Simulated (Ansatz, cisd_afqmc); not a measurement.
System: As, charge 0, quartet.

Total energies in def2-SVPD, 5 correlated electrons, 14 frozen orbitals. Open shells are spin-unrestricted; no spin-orbit coupling. Correlated methods leave the cores frozen (noble-gas shells, and filled d and f shells in the p block). No relativity. AFQMC is phaseless with a CISD trial state; ± is one standard error, without the phaseless bias. Outlying blocks are dropped, and bars are widened where a walk drifts. Over all cases where full CI ran beside it in this data, AFQMC minus full CI had a median of +0.1 mEh and passed +0.4 mEh in a tenth of the cases.

```csv
method,program,energy (Eh),minus CCSDTQ (mEh)
HF,Ansatz,-2233.91724,75.21
MP2,Ansatz,-2233.97566,16.79
CCSD,Ansatz,-2233.99084,1.61
CCSD(T),Ansatz,-2233.99207,0.38
CCSDT(Q),Ansatz,-2233.99243,0.02
CCSDTQ,Ansatz,-2233.99245,0.00
AFQMC/CISD,cisd_afqmc,-2233.9925 ± 0.0001,0.0 ± 0.1
```

Ansatz is a quantum-chemistry and plane-wave program.
